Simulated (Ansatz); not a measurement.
Geometry optimisation, RKS PBE-D4/def2-SVP (Ansatz).

The input (input.yaml):

```yaml
crystal:
  periodic: [false, false, false]
  atoms:
    - { symbol: Ga, position_ang: [0.103432, -0.333339, 0.270256] }
    - { symbol: "N", position_ang: [-0.073498, -0.072267, 2.150522] }
    - { symbol: H, position_ang: [-0.833581, -0.612343, 2.579916] }
    - { symbol: H, position_ang: [0.797957, -0.315931, 2.637228] }
    - { symbol: O, position_ang: [1.751236, -0.452695, -0.429904] }
    - { symbol: H, position_ang: [1.714729, -0.496948, -1.402509] }
    - { symbol: O, position_ang: [-1.314673, -0.544262, -0.833103] }
    - { symbol: H, position_ang: [-2.1283, -0.770928, -0.34607] }
    - { symbol: O, position_ang: [-0.30821, 2.587848, 0.665893] }
    - { symbol: H, position_ang: [-1.265727, 2.630156, 0.480628] }
    - { symbol: H, position_ang: [-0.282565, 2.08231, 1.523343] }
basis:
  gaussian: { orbitals: def2-SVP }
hamiltonian:
  xc: pbe
  dispersion: d4
relax:
  f_tol: 0.03
  max_steps: 50
output:
  orbitals: {}
```

Launched with:

```bash
$ ansatz run input.yaml --threads 4 --pin off --max-ram 5120MiB --backend cpu --events-out ev --progress --plain --runs-dir out
```

Task: Where does it end, and by what steps?

Result: The forces met the threshold. After 25 steps the energy has fallen by 0.457 eV; H8 moved furthest, 0.79 Å. Joined: Ga1–O9 (2.98 → 2.14 Å).

```
step  energy less start (eV)  largest force component (eV/Å)  accepted
   0                  0.0000                           0.782       yes
   1                 -0.1544                           0.616       yes
   2                 -0.2993                           0.991       yes
   3                 -0.3042                           1.198       yes
   4                 -0.3754                           0.325       yes
   5                 -0.3801                           0.269       yes
   6                 -0.3913                           0.190       yes
   7                 -0.4036                           0.182       yes
   8                 -0.3877                           0.565        no
   9                 -0.4143                           0.225       yes
  10                 -0.4276                           0.121       yes
  11                 -0.4262                           0.452        no
  12                 -0.4341                           0.085       yes
  13                 -0.4400                           0.071       yes
  14                 -0.4383                           0.856        no
  15                 -0.4439                           0.074       yes
  16                 -0.4468                           0.220       yes
  17                 -0.4512                           0.104       yes
  18                 -0.4524                           0.113       yes
  19                 -0.4522                           0.238        no
  20                 -0.4535                           0.031       yes
  21                 -0.4551                           0.070       yes
  22                 -0.4542                           0.094        no
  23                 -0.4564                           0.061       yes
  24                 -0.4567                           0.031       yes
  25                 -0.4571                           0.014       yes
```

```xyz
11
Properties=species:S:1:pos:R:3
Ga -0.031 -0.046 0.366
N -0.032 0.102 2.259
H -0.804 -0.387 2.728
H 0.840 -0.194 2.714
O 1.526 -0.540 -0.419
H 1.556 -0.249 -1.348
O -1.674 -0.179 -0.416
H -1.743 -0.947 -1.010
O -0.171 2.083 0.566
H -1.100 2.266 0.315
H -0.206 1.794 1.541
```

Whether the end is a true minimum wasn't checked by a vibrational analysis.

Time of the run: 28 s on 4 threads of Intel(R) Xeon(R) Platinum 8223CL CPU @ 3.00GHz (Skylake/Cascade Lake) (shared host), peak memory 0.19 GiB.
